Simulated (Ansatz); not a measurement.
Positional isomers: silole formyl+trifluoromethyl. All species are isolated molecules in the gas phase. One relaxed conformer stands for each flexible species; it need not be the lowest. Strings in code marks are SMILES.

Quantity: electronic energy of isomers of C6H5F3OSi relative to `O=CC1=C[SiH2]C(C(F)(F)F)=C1` (O–C–C–C torsion 180°), in kJ/mol. The restricted reference of `O=CC1=C[SiH2]C(C(F)(F)F)=C1` and `O=CC1=C[Si@@H](C(F)(F)F)C=C1` is unstable towards unrestricted orbitals.

Case: `O=CC1=C[Si@@H](C(F)(F)F)C=C1` (O–C–C–C torsion 180°). Geometry of `[Si@H]1(C=C(C=O)C=C1)C(F)(F)F` (neutral, multiplicity 1, Å):

```xyz
16

O      3.7064    -0.3032    -0.1266
C      2.7081    -0.4799    -0.7850
C      1.3627     0.0065    -0.3901
C      0.2537    -0.1959    -1.1466
Si    -1.1703     0.5942    -0.2120
C     -2.4520    -0.7473     0.3372
F     -1.8689    -1.7662     0.9969
F     -3.0937    -1.2750    -0.7285
F     -3.3935    -0.2265     1.1532
C     -0.0695     1.1572     1.1891
C      1.1835     0.7512     0.8895
H      2.7360    -1.0336    -1.7578
H      0.2868    -0.7387    -2.0940
H     -1.9448     1.6296    -0.9424
H     -0.3086     1.7037     2.1027
H      2.0642     0.9238     1.5144
```

Task: Give the electronic energy of isomers of C6H5F3OSi relative to `O=CC1=C[SiH2]C(C(F)(F)F)=C1` (O–C–C–C torsion 180°) at the level frozen-core MP2/cc-pVDZ // B3LYP-D3(BJ)/def2-SVP (Ansatz, a first-principles code).

Result: 31.74 kJ/mol.
